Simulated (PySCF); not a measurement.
Ga(OH)2(SeH) (GaH3O2Se), SMILES [Ga]([OH])([SeH])[OH]. Geometry: PBE0-D3(BJ)/def2-SVP. The values are those of a single conformer.

Give the equilibrium geometry at PBE0-D3(BJ)/def2-SVP (PySCF confirms it by a frequency run) as Cartesian coordinates in Å, and its point group. (Estimate from the structure and the level; the computed values follow.)

One answer among several that fit: point group Cs.
```xyz
7

Ga     0.0026     0.7559     0.0000
O      1.4334     1.8146     0.0000
H      2.2836     1.3642     0.0000
O     -1.5768     1.5677     0.0000
H     -1.5021     2.5285     0.0000
Se     0.0502    -1.5532     0.0000
H     -1.4212    -1.5763     0.0000
```
